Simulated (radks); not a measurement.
Results of a calculation; reference values are marked as such.
Species: Pr2+. Configuration: [Xe] 4f3. Code: a radial shooting solver on a logarithmic mesh with Libxc functionals. Model: scalar-relativistic Kohn-Sham, PBE, spin-unpolarised, spherical densities, finite nucleus; Fermi nuclear charge, rms radius 4.8919 fm.

Local quantities along the radius. ELF = 1/(1 + alpha^2) is the electron localisation function; alpha = (tau - tau_W)/tau_unif compares the Pauli kinetic energy density with that of the uniform gas. tau is taken from the large components.

```
   r/bohr * ELF (the largest magnitude, 0.999, reaches the edge; | marks zero)
 0.001347 |                                                      *
 0.001568 |                                                      *
 0.001825 |                                                      *
 0.002108 |                                                      *
 0.002454 |                                                      *
 0.002857 |                                                      *
 0.003326 |                                                      *
 0.003872 |                                                      *
 0.004507 |                                                      *
 0.005247 |                                                      *
 0.006108 |                                                      *
 0.007111 |                                                      *
 0.008279 |                                                      *
 0.009561 |                                                      *
  0.01113 |                                                     *
  0.01296 |                                                     *
  0.01508 |                                                   *
  0.01756 |                                                *
  0.02044 |                                          *
   0.0238 |                                 *
  0.02771 |                        *
  0.03225 |                  *
  0.03755 |                 *
  0.04371 |                     *
  0.05048 |                            *
  0.05877 |                                   *
  0.06842 |                                        *
  0.07965 |                                        *
  0.09273 |                                   *
    0.108 |                          *
   0.1257 |                  *
   0.1463 |                  *
   0.1703 |                          *
   0.1983 |                                    *
    0.229 |                                        *
   0.2666 |                                       *
   0.3103 |                            *
   0.3613 |             *
   0.4206 |           *
   0.4896 |                         *
     0.57 |                                      *
   0.6636 |                                        *
   0.7725 |                                   *
   0.8994 |                       *
    1.047 |               *
    1.209 |                *
    1.408 |                           *
    1.639 |                                    *
    1.908 |                                      *
    2.221 |                                 *
    2.586 |                      *
     3.01 |        *
    3.504 | *
    4.079 *
    4.749 *
    5.484 *
    6.385 *
    7.433 *
```

On this mesh the ELF has minima near r = 0.038, 0.15, 0.42, 1.0 bohr, which separate the shells, and maxima near 0.080 (0.74), 0.23 (0.75), 0.66 (0.74), 1.9 (0.71).

Self-consistent cycle (total energy in hartree, residual of the potential): 1: -9232.802109, 7e+00; 2: -9235.580434, 3e+00; 3: -9236.238659, 5e-01; 4: -9236.219275, 5e-01; 5: -9236.258931, 6e-02; 6: -9236.262191, 7e-04; 7: -9236.262180, 5e-04; 8: -9236.262175, 1e-04; 9: -9236.262175, 3e-05; 10: -9236.262175, 5e-06; 11: -9236.262175, 1e-05; 12: -9236.262175, 5e-07; 13: -9236.262175, 2e-08; 14: -9236.262175, 2e-09.
